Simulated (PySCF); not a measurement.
Molecule: SMILES C(/[C@H](OC)F)=C/CF, C5H8F2O.

Geometry (Å), atoms numbered from 1 in this order:
```xyz
16

C    -2.3248   -0.8272    0.4951
O    -1.0833   -0.1576    0.6330
C    -0.6887    0.5495   -0.4750
F    -0.3900   -0.3429   -1.5103
C     0.5238    1.3781   -0.1477
C     1.7211    0.8609    0.0791
C     2.0473   -0.5946    0.0202
F     3.2925   -0.8264    0.5507
H    -3.1261   -0.1145    0.2716
H    -2.2788   -1.5803   -0.2961
H    -2.5143   -1.3071    1.4520
H    -1.5064    1.1704   -0.8848
H     0.3576    2.4417   -0.0938
H     2.5571    1.5030    0.3171
H     2.0733   -0.9519   -1.0167
H     1.3322   -1.1921    0.5942
```

Frames of a GFN2-xTB Langevin trajectory at 400 K; GIAO PBE0/pcSseg-1 shieldings in PySCF 2.14.0 with density-fitted response routines, gas phase, non-relativistic; equivalent atoms averaged within each frame.

Shifts are taken against calculated references (same method and geometry level): $^{13}$C (186.93 ppm), $^{1}$H (31.72 ppm) vs TMS; H2O for $^{17}$O (336.08 ppm); CFCl3 for $^{19}$F (170.95 ppm). The references are static minima.

**Question.** How do the shifts (ppm) fluctuate along the trajectory?

**Answer.** 
```csv
time (fs),C6,C3,C5,C7,C1,O2,F4,F8,H13,H15
250,137.2,131.4,128.3,83.1,60.3,113.0,-152.5,-258.8,6.62,5.98
425,140.2,114.0,130.4,95.6,61.0,88.2,-165.4,-200.3,5.45,6.48
625,139.1,109.9,140.6,88.9,60.0,76.0,-158.3,-242.7,5.62,5.43
800,145.6,104.9,129.9,88.2,45.7,57.9,-157.1,-233.4,6.12,6.03
1000,147.9,115.9,146.9,85.3,61.3,80.1,-150.5,-249.5,6.58,5.27
mean of frames,142.0,115.2,135.2,88.2,57.7,83.0,-156.8,-236.9,6.08,5.84
standard deviation,4.5,10.0,8.1,4.8,6.7,20.1,5.8,22.5,0.54,0.49
```

5 frames give an uncertainty of the mean of about the standard deviation over 2.2 at best, since frames this close in time may not be independent; classical motion lacks zero-point vibration, and the reference would need the same averaging.
